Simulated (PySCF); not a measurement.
Mg(Me)(Et) (C3H8Mg), SMILES [CH3][Mg][CH2]C.

Coordinates come from a B3LYP-D3(BJ)/def2-SVP optimisation. The structure was generated by enumeration; whether it is a known compound was not checked. One conformer was computed; it need not be the lowest.

Two levels are set side by side: PBE/def2-TZVP (PySCF) and r2SCAN/def2-TZVP (PySCF). Same geometry, gas phase. Differences are taken from unrounded values.

| quantity | r2SCAN |
|---|---|
| orbital gap (eV) | 4.42 |
| highest occupied level (eV) | -5.18 |
| lowest empty level (eV) | -0.75 |
| dipole moment (D) | 0.21 |
| mean polarisability (bohr³) | 69.2 |

Task: What does PBE give, and how far is it from r2SCAN? (An estimate is asked for; the answer gives what the named calculation found.)

Result: 
```json
[
 {"quantity": "orbital gap (eV)", "PBE": "3.81", "PBE minus r2SCAN": "-0.61"},
 {"quantity": "highest occupied level (eV)", "PBE": "-4.99", "PBE minus r2SCAN": "0.19"},
 {"quantity": "lowest empty level (eV)", "PBE": "-1.18", "PBE minus r2SCAN": "-0.42"},
 {"quantity": "dipole moment (D)", "PBE": "0.19", "PBE minus r2SCAN": "-0.01"},
 {"quantity": "mean polarisability (bohr³)", "PBE": "72.0", "PBE minus r2SCAN": "2.7"}
]
```

Rough cost on one machine, each run with all the roots and properties that it gave: r2SCAN against PBE about 4 times.
